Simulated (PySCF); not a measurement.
Ionising PI

UHF-SCS-MP2; PySCF, spin-free X2C with a Gaussian nucleus, basis sets P x2c-SVPall, I x2c-SVPall. Neutral (UHF): triplet (π ↑↑), Re = 2.435 Å, ωe = 348 cm⁻¹, De = 1.72 eV.

PI⁺ (ROHF): doublet (π ↑), Re = 2.280 Å, ωe = 472 cm⁻¹, De = 3.21 eV to P + I⁺. The energies at the minima are -7453.50541 hartree for PI and -7453.19110 for PI⁺.

Task: Work out the adiabatic ionisation energy, without and with harmonic zero-point energies (1 hartree = 27.2114 eV, 1 eV = 8065.5 cm⁻¹), and the change of the bond length.

Result: At SCS-MP2: 0.31431 hartree = 8.553 eV between the minima; the zero-point term (472.0 − 348.0)/2 cm⁻¹ = +0.008 eV makes it 8.560 eV. Re changes by -15.5 pm against the neutral. The electron leaves a π orbital, and the shorter bond of the ion fits an antibonding orbital, or a change in how ionic the bond is.

Correlated steps freeze 23 core orbitals. UHF and ROHF references stand side by side, which adds small steps between rows. Correlated levels converge slowly with the basis: in double zeta they bind strong bonds too weakly, by up to about 1 eV, and carry superposition errors of some tenths. These are scalar-relativistic numbers at best; spin–orbit coupling would shift them, the dissociation energy most. For an ion De counts to the pair picked by the measured ionisation energies or electron affinities, which need not be the lowest pair at this level. States were picked by a PBE0 search and need not be the measured ground states.

Neutral and ion stand on different kinds of reference determinant, which adds to the error of the difference.
